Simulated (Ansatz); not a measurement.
```yaml
crystal:
  periodic: [false, false, false]
  atoms:
    - {symbol: C, position_ang: [0.091737, 1.581460, 0.754239]}
    - {symbol: Si, position_ang: [0.416570, -0.250783, 0.678232]}
    - {symbol: Cl, position_ang: [2.460659, -0.566274, 0.589624]}
    - {symbol: Ge, position_ang: [-0.559402, -1.275051, -1.234340]}
    - {symbol: H, position_ang: [0.464091, 2.080306, -0.142682]}
    - {symbol: H, position_ang: [0.583576, 2.021035, 1.624768]}
    - {symbol: H, position_ang: [-0.982959, 1.767694, 0.832659]}
    - {symbol: H, position_ang: [-0.060673, -0.915295, 1.919351]}
    - {symbol: H, position_ang: [-2.089170, -1.097686, -1.214276]}
    - {symbol: H, position_ang: [-0.015867, -0.624534, -2.517422]}
    - {symbol: H, position_ang: [-0.243163, -2.777872, -1.269555]}
basis:
  gaussian: {orbitals: cc-pVTZ-DK}
magnetization: {spin_polarized: true, initial_magnetization: 1}
hamiltonian: {xc: {name: rPW86-PBE}, dispersion: rvv10}
output: {forces: true}
```

```sh
$ ansatz run in.yaml --threads 4 --pin off --events-out ev --progress --plain --max-ram 10444MiB
```

Shortened log:

```
Error: a molecule whose nuclei and cores have a total charge of 76 cannot have a net charge of 0 together with 1 unpaired electrons
```

(1) Something in this input is off. What?

## Answers

(1) The number of unpaired electrons doesn't fit the electron count. The program refused the input.
